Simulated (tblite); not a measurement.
Run record: tight-binding relaxation, `CC[N]1CC=[CH][Ga]1[F]`.

Computed with GFN2-xTB geometry optimisation, gas phase (tblite 0.8.0). Start geometry: from a force field or distance geometry. A driver script takes a list of jobs; this job's settings line and coordinates (Å) are shown.

Command:
```bash
OMP_NUM_THREADS=1 python probes_run.py task.json out
```

Input:
```
{"job": {"kind": "relax", "xc": "GFN2-xTB", "basis": "xTB"}, "charge": 0, "multiplicity": 1}
C      2.471000     0.570300     0.218500
C      1.350700    -0.355900    -0.156700
N      0.114400    -0.059600     0.580900
C     -0.809200    -1.067600     0.161600
C     -2.186400    -0.822500     0.521500
C     -2.536500     0.436900     0.722600
Ga    -0.827700     1.489300     0.442300
F     -1.151400     3.401600     0.836600
H      2.222800     1.636200     0.193000
H      2.811700     0.363300     1.274200
H      3.351800     0.302800    -0.413500
H      1.610700    -1.412700     0.094900
H      1.105600    -0.359400    -1.216000
H     -0.419900    -2.017400     0.682100
H     -0.639600    -1.279500    -0.922800
H     -2.954100    -1.630000     0.625800
H     -3.521000     0.816100     0.994500
```

Output:
```
step      E/eV     max force
  0    -656.75833    3.059
  1    -657.12590    1.803
  2    -657.24647    0.961
  3    -657.34186    0.585
  4    -657.38004    0.788
  5    -657.42817    0.841
  6    -657.47202    0.580
  7    -657.50319    0.477
  8    -657.52783    0.350
  9    -657.54721    0.359
... (71 lines left out)
 81    -657.81603    0.017
 82    -657.81609    0.017
 83    -657.81614    0.016
 84    -657.81619    0.022
 85    -657.81626    0.020
 86    -657.81633    0.021
 87    -657.81640    0.022
 88    -657.81646    0.019
 89    -657.81651    0.015
 90    -657.81653    0.008
```

«max force» is the largest atomic force in eV/Å.

**Question.** From which step on does the largest force stay under 0.1 eV/Å, and how much energy is left to gain from there?

**Answer.** From step 61 (0.096 eV/Å), 9.2 meV above the end.

Summary of the converged run: energy lowered by 24.4 kcal/mol over 90 steps; largest atomic force 0.008 eV/Å at the end.

**Question.** Where do the atoms end?

**Answer.** 0.512 Å rms from the input after alignment:
```
atom  x, y, z in Å
C1     2.3036    0.7861    0.1253
C2     1.4416   -0.4363   -0.1454
N3     0.0671   -0.1114    0.1518
C4    -0.8861   -1.1808    0.0286
C5    -2.2732   -0.7686    0.4521
C6    -2.5427    0.4470    0.9050
Ga7   -0.7701    1.3867    0.8677
F8    -0.0980    2.9784    1.1950
H9     1.9577    1.6160   -0.4942
H10    2.2011    1.0771    1.1739
H11    3.3495    0.5840   -0.0919
H12    1.7822   -1.2817    0.4747
H13    1.5415   -0.7377   -1.2008
H14   -0.5913   -2.0510    0.6388
H15   -0.9458   -1.5324   -1.0143
H16   -3.0253   -1.5418    0.3517
H17   -3.5189    0.7785    1.2217
```

Time: 1.1 s. Hardware: an Arm Neoverse N1 with one thread, shared host.
Labels such as C1 count atoms from 1, the log's own numbers from 0.
